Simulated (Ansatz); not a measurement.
Program: Ansatz. Geometries: PBE0-D4/def2-TZVP. ΔE: electronic, gas phase. CCSD(T)/CBS adds triple-zeta CCSD(T) − MP2 to the extrapolated MP2 energy (def2 sets, frozen cores). This one scheme is used for every species. Functionals use def2-TZVPP. Elements past krypton have def2 core potentials. For Te outer-core shells are correlated without core-valence functions, which leaves a few kJ/mol of doubt a bond. One conformer a species, not always the lowest.

Reaction (formal exchange of groups at the Al–C bond): `C[CH2][AlH][TeH]` + `C[SiH3]` → `[SiH3][CH2][AlH][TeH]` + `CC`

| level | ΔE (kcal/mol) |
| --- | --- |
| B2PLYP | -5.5 |
| SCS-MP2/def2-QZVPP | -6.0 |

Question: What does CCSD(T)/CBS give? (An estimate is asked.)

Answer: Computed: -6.0 kcal/mol. The listed levels differ from it by 0.5, 0.0 kcal/mol.

Largest T1 diagnostic among the species: 0.011.
